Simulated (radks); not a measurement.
Ge4-, configuration [Kr]. All-electron calculation, scalar-relativistic Kohn-Sham, LDA (Slater exchange, Perdew-Wang correlation), spin-unpolarised, spherical densities, finite nucleus; Fermi nuclear charge, rms radius 4.0742 fm; Watson sphere of charge +4 and radius 2.74 bohr. Program: a radial shooting solver on a logarithmic mesh with Libxc functionals.

Local quantities along the radius. ELF = 1/(1 + alpha^2) is the electron localisation function; alpha = (tau - tau_W)/tau_unif compares the Pauli kinetic energy density with that of the uniform gas; s = |grad rho|/(2 (3 pi^2)^(1/3) rho^(4/3)) is the reduced gradient; -r V(r) is the screened charge that the Kohn-Sham potential presents (atomic units). tau is taken from the large components.

r (bohr)    ELF    alpha       s  -r V(r)
0.003118  1.000  0.01940  0.4776    31.59
0.004125  1.000  0.02078  0.4644    31.46
0.005415  0.999  0.02298  0.4597    31.29
0.007164  0.999  0.02660  0.4630    31.06
0.009403  0.999  0.03229  0.4747    30.77
0.01244   0.998  0.04224  0.4969    30.38
0.01633   0.996  0.05968  0.5305    29.89
0.02161   0.991  0.09520  0.5809    29.25
0.02836   0.972   0.1708  0.6474    28.47
0.03753   0.886   0.3587  0.7256    27.48
0.04926   0.616   0.7903  0.7625    26.32
0.06518   0.323    1.446  0.6356    24.89
0.08555   0.338    1.401  0.3802    23.25
0.1132    0.611   0.7978  0.2948    21.33
0.1486    0.788   0.5193  0.3985    19.22
0.1966    0.732   0.6051  0.5814    16.86
0.258     0.360    1.332  0.6590    14.42
0.3414    0.260    1.685  0.3209    11.82
0.4481    0.610   0.7992  0.2303    9.291
0.5929    0.773   0.5421  0.4064    6.850
0.7783    0.694   0.6646  0.6429    4.907
1.03      0.375    1.291  0.8831    3.431
1.352     0.192    2.054  0.7474    2.428
1.788     0.468    1.066  0.4270    1.808
2.347     0.796   0.5060  0.4622    1.624
3.106     0.822   0.4647  0.8376    1.435
4.077     0.645   0.7425   1.545   0.9406
5.394     0.231    1.825   3.242   0.5933
7.08      0.022    6.733   8.119   0.3327
9.368     0.000    45.04   27.40   0.1418

On this mesh the ELF has minima near r = 0.075, 0.30, 1.4 bohr, which separate the shells, and maxima near 0.17 (0.79), 0.59 (0.77), 2.7 (0.84).

Self-consistent cycle (total energy in hartree, residual of the potential): 1: -2068.528798, 2e+01; 2: -2142.063966, 4e+00; 3: -2145.086441, 1e+00; 4: -2145.300995, 9e-01; 5: -2145.492050, 4e-01; 6: -2145.519032, 3e-01; 7: -2145.538681, 4e-02; 8: -2145.539102, 1e-02; 9: -2145.539139, 5e-04; 10: -2145.539139, 2e-04; 11: -2145.539140, 3e-05; 12: -2145.539140, 1e-06; 13: -2145.539140, 1e-07; 14: -2145.539140, 5e-08; 15: -2145.539140, 4e-09.
